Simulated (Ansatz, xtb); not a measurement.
# Isomers of C3H9ClSi in order of energy

5 gas-phase structures of C3H9ClSi, from a drawn sample of its isomers (lower ones may exist). Each was relaxed with GFN2-xTB; where two conformers were screened, the lower at r2SCAN-D4/def2-SVP is listed:

A. `C[SiH2][C@@H](C)Cl`, a singlet
B. `CC[SiH2]CCl`, a singlet
C. `CC[Si@@H](C)Cl`, a singlet
D. `C[SiH](C)CCl`, a singlet
E. `C[Si](C)(C)Cl`, a singlet

Q: Which do you expect lowest at r2SCAN-D4/def2-SVP, and how would the others follow?

A: Calculated order at r2SCAN-D4/def2-SVP: E (0.000), C (0.583), D (1.901), A (2.248), B (2.475) eV.

Energies above the lowest of each column, in eV; the last columns are at PBE0-D3(BJ)/def2-SVP geometries and were run for some of them only (a dash: not run or not comparable):

```tsv
structure	GFN2-xTB	HF/STO-3G	r2SCAN-D4/def2-SVP	PBE0-D3(BJ)/def2-SVP	CCSD(T)/def2-SVP + ΔMP2/def2-TZVPP
E	0.186	0.000	0.000	0.000	0.000
C	0.000	0.581	0.583	0.544	0.596
D	1.531	1.879	1.901	1.902	1.903
A	1.221	2.335	2.248	–	–
B	1.383	2.418	2.475	–	–
```

CCSD(T)/def2-SVP + ΔMP2/def2-TZVPP puts E lowest of those it was run on; GFN2-xTB picks C. Flexible structures stand in one conformer each, not always the lowest. Frequencies (GFN2-xTB) were run for C, D, E alone. ΔMP2 is the change of the MP2 energy from the smaller to the larger basis.

Over these structures GFN2-xTB departs from r2SCAN-D4/def2-SVP by 0.388 eV on average once a common shift is removed. A GFN2-xTB relaxation took about 0.058 s and the r2SCAN-D4/def2-SVP energy about 1.2 s on a shared host (Ansatz 0.2.0, xtb 6.7.1).
